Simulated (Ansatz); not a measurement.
Caution, from a PySCF single point (PBE0-D3(BJ)/def2-TZVPD) at this geometry: the highest occupied level lies above zero, so the state may not be bound. This triplet is an excited state, 0.75 eV above the relaxed singlet at the level B3LYP/aug-cc-pVTZ // PBE0-D3(BJ)/def2-TZVPD (Ansatz, an electronic-structure program).

A geometry relaxed with PBE0-D3(BJ)/def2-TZVPD (Ansatz), charge -1, multiplicity 3:

```xyz
10

Al     0.4533    -1.1693     0.9202
H      2.0512     0.2747    -0.5685
H      2.8931    -0.1839     0.9195
H     -1.0402     1.1371    -0.7066
C      1.9303     0.1447     0.5145
H     -2.7714     0.5108    -0.7395
C     -1.7394     0.3521    -0.4207
C     -1.3418    -0.7393     0.2814
H     -2.1403    -1.4551     0.5042
H      1.7052     1.1282     0.9466
```

Q: Write the SMILES of this molecule.

A: `C=[CH][Al-][CH3]`
